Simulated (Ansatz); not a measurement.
One change: `CC(=N)CF` becomes `CC(=N)C[SeH]`.

Ansatz, PBE0-D4/def2-TZVP geometries, multiplicity 1. Each molecule was computed in one conformer, which needn't be the lowest.

Scalar relativity is left out up to krypton.

| property | `CC(=N)CF` |
| --- | --- |
| HOMO energy (PBE/def2-TZVPP) / eV | -6.14 |
| size of the dipole moment (B3LYP/def2-TZVPP) / D | 2.77 |
| HOMO energy (B3LYP/def2-TZVPP) / eV | -7.46 |
| LUMO energy (ωB97M-V/def2-TZVPP) / eV | 2.18 |
| zero-point energy (PBE0-D4/def2-TZVP) / kJ/mol | 236.6 |
| size of the dipole moment (ωB97M-V/def2-TZVPP) / D | 2.77 |

Q: What does the change do to each property? (An estimate is asked.)

A: The calculation gave: 
| property | `CC(=N)C[SeH]` | shift |
| --- | --- | --- |
| HOMO energy (PBE/def2-TZVPP) / eV | -5.53 | 0.61 |
| size of the dipole moment (B3LYP/def2-TZVPP) / D | 2.71 | -0.06 |
| HOMO energy (B3LYP/def2-TZVPP) / eV | -6.48 | 0.98 |
| LUMO energy (ωB97M-V/def2-TZVPP) / eV | 1.51 | -0.67 |
| zero-point energy (PBE0-D4/def2-TZVP) / kJ/mol | 250.8 | 14.2 |
| size of the dipole moment (ωB97M-V/def2-TZVPP) / D | 2.74 | -0.03 |

With PBE0 the HOMO rises by 0.98 eV and the LUMO falls by 0.50 eV, so the gap narrows by about 1.48 eV. PBE moves the HOMO by 0.61 eV and ωB97M-V by 1.19 eV. The zero-point energy changes by 14.2 kJ/mol with +3 modes. Dipoles are sizes alone; their direction can turn.

B3LYP here is the variant with VWN-RPA as its local correlation; programs differ in this.

Spin–orbit coupling is left out; it splits and shifts lone-pair levels of the heavy atoms by tenths of an eV.
